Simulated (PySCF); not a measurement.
Molecule: C₂H₇GeO (charge 0, doublet). It need not be the lowest isomer of its formula. SMILES: [CH2]C[O][GeH3]
Structure (B3LYP-D3(BJ)/def2-TZVP (Ansatz) minimum search):
```xyz
11

C     -2.9186     0.0628     0.0988
C     -1.5557    -0.4555     0.3355
O     -0.5978     0.3928    -0.2786
Ge     1.1412     0.0272    -0.0582
H     -3.0555     1.0937    -0.1924
H     -3.7803    -0.5520     0.3174
H     -1.4708    -1.4856    -0.0489
H     -1.3591    -0.5272     1.4229
H      1.8679     1.1297    -0.8338
H      1.4725     0.0591     1.4482
H      1.4357    -1.3755    -0.6285
```
Charge 0, spin multiplicity 2.

Dispersion corrections to the total energy (kcal/mol) from the dftd3 and dftd4 libraries through PySCF: D3(BJ) without and D4 with the three-body term, each with the damping fitted for the functional named.

```
functional  D3(BJ)      D4
----------  ------  ------
PBE          -4.38     ___
B2PLYP       -3.57   -3.01
LC-wPBE      -4.15     ___
HF             ___  -15.88
HSE06        -2.92   -3.37
BP86         -7.01   -5.73
B3LYP        -7.64   -6.93
```

Question: Complete the blanks.

Answer: 
- PBE, D4: -4.32
- LC-wPBE, D4: -4.79
- HF, D3(BJ): -35.23
